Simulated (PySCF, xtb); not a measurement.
Al(Cl)(OH)(NH2) (AlClH₃NO), SMILES [NH2][Al]([OH])[Cl].

GFN2-xTB in xtb 6.7.1 at its own geometry gives an orbital gap of 3.97 eV and a dipole moment of 2.54 D.

The structure is a stationary point at PBE0-D3(BJ)/def2-SVP. Other conformers were not sampled.

Question: What does M06-2X/def2-TZVPD run with PySCF give? (Estimate from the structure and the level; the computed values follow.)

Answer: gap 8.66 eV (levels -9.26 and -0.60 eV), dipole 3.30 D.
